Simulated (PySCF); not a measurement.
A structure optimised at B3LYP-D3(BJ)/def2-TZVPD, used in a PySCF frequency run:

```xyz
3

Ga     0.0000     0.0000     0.0485
H      0.0000    -1.3863    -0.7523
H      0.0000     1.3863    -0.7523
```
Charge 0, spin multiplicity 2.

Problem. Write its SMILES, formula and point group.

Solution. [GaH2], GaH2, C2v

Problem. What are its rotational constants (standard atomic weights)?

Solution. 402.17, 130.44, 98.494 GHz
